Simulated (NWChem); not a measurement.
System: SnHSI, singlet; SMILES [SH][Sn][I]

NWChem input:

```
start job
memory heap 200 mb stack 900 mb global 1100 mb
geometry units angstroms
  Sn     0.693467    -1.035252    -0.008458
  I     -0.188688     1.565018     0.007819
  S     -1.545885    -2.022480    -0.014447
  H     -1.065844    -3.288714    -0.022275
end
basis spherical
  * library def2-svp
end
ecp
  Sn library def2-ecp
  I library def2-ecp
end
dft
  xc slater vwn_5
  iterations 150
end
driver
  maxiter 120
end
task dft optimize
dft
  grid fine
  convergence energy 1d-8 density 1d-7
end
task dft freq numerical
```

Low-valent species are run as closed-shell singlets; no triplet was tried in these runs. def2 effective core potentials on Sn, I; no spin-orbit coupling.

The level has its own optimisation; frequencies are unscaled.

What results follow from this input? (LDA (Slater exchange, VWN5)/def2-SVP with def2 effective core potentials on Sn, I.) Quantities: r I–Sn (Å); r S–Sn (Å); r H–S (Å); highest harmonic frequency (cm⁻¹); lowest (cm⁻¹); zero-point energy (kcal/mol).


```
Property                           Result
---------------------------------  ------
r I–Sn (Å)                          2.725
r S–Sn (Å)                          2.436
r H–S (Å)                           1.368
highest harmonic frequency (cm⁻¹)    2589
lowest (cm⁻¹)                          82
zero-point energy (kcal/mol)          5.9
```
